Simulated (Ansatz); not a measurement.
Reaction (formal exchange of groups at the Si–Si bond): `C[SiH]([SiH3])[NH][AlH2]` + `[SiH3][N]1[CH2][AlH]1` → `[SiH3][SiH2][N]1[CH2][AlH]1` + `C[SiH2][NH][AlH2]`

Computed with Ansatz on PBE0-D4/def2-TZVP structures; ΔE is electronic, products minus reactants. CCSD(T)/CBS adds triple-zeta CCSD(T) − MP2 to the extrapolated MP2 energy (def2 sets, frozen cores). Functionals use def2-TZVPP. B3LYP here is the variant with VWN-RPA as its local correlation; programs differ in this. Each species was taken in one conformer, which may not be the lowest.

(1) Is it downhill or uphill in electronic energy at CCSD(T)/CBS, and by how much? (Estimate.)

(2) What do these levels give: PBE0-D4, B3LYP-D4, ωB97X-V, ωB97M-V, B2PLYP, PBE, MP2/def2-TZVPP, SCS-MP2/def2-TZVPP, CCSD/def2-TZVPP, CCSD(T)/def2-TZVPP, HF/CBS(def2), CCSD/CBS(def2)? (Estimate.)

Largest T1 diagnostic among the species: 0.014.

Results:

(1) Computed: Nearly level: ΔE = -2.6 kJ/mol.

(2) The calculation gave: PBE0-D4 -2.2, B3LYP-D4 -1.8, ωB97X-V -2.3, ωB97M-V -2.2, B2PLYP -2.6, PBE -2.5, MP2/def2-TZVPP -2.0, SCS-MP2/def2-TZVPP -2.0, CCSD/def2-TZVPP -2.6, CCSD(T)/def2-TZVPP -2.4, HF/CBS(def2) -3.3, CCSD/CBS(def2) -2.8 kJ/mol.
